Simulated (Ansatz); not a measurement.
`NC#C[SeH]` + `[BH2][GeH]([CH3])[F]` → `[CH3][GeH]([F])[SeH]` + `BC#CN`  (redistribution)

Computed with Ansatz on PBE0-D4/def2-TZVP structures; ΔE is electronic, products minus reactants. CBS: MP2 limit from def2 TZ/QZ plus the TZ coupled-cluster correction, frozen cores. Functionals use def2-TZVPP. B3LYP here is the variant with VWN-RPA as its local correlation; programs differ in this. For Ge, Se outer-core shells are correlated without core-valence functions, which leaves a few kJ/mol of doubt a bond. Scalar relativity is left out up to krypton. One conformer a species, not always the lowest.

```
             level  ΔE (eV)  difference from CCSD(T)/CBS
            PBE-D4    -2.22                        -0.12
         r2SCAN-D4    -2.30                        -0.20
           PBE0-D4    -2.20                        -0.10
          B3LYP-D4    -2.24                        -0.14
           ωB97X-V    -2.10                         0.00
           ωB97M-V    -2.18                        -0.08
            B2PLYP    -2.18                        -0.08
               PBE    -2.21                        -0.11
            r2SCAN    -2.29                        -0.19
              PBE0    -2.19                        -0.09
             B3LYP    -2.22                        -0.12
     HF/def2-TZVPP    -2.16                        -0.06
    MP2/def2-TZVPP    -2.09                         0.01
SCS-MP2/def2-TZVPP    -2.03                         0.07
   CCSD/def2-TZVPP    -2.04                         0.06
CCSD(T)/def2-TZVPP    -2.06                         0.04
     HF/def2-QZVPP    -2.16                        -0.06
    MP2/def2-QZVPP    -2.12                        -0.02
SCS-MP2/def2-QZVPP    -2.06                         0.04
      HF/CBS(def2)    -2.16                        -0.06
     MP2/CBS(def2)    -2.13                        -0.03
    CCSD/CBS(def2)    -2.08                         0.02
       CCSD(T)/CBS    -2.10                            0
```

Largest T1 diagnostic among the species: 0.015.

In def2-TZVPP, CCSD(T) changes the Hartree–Fock value by +0.10 eV (the triples alone add −0.02 eV) and MP2 by +0.07 eV.
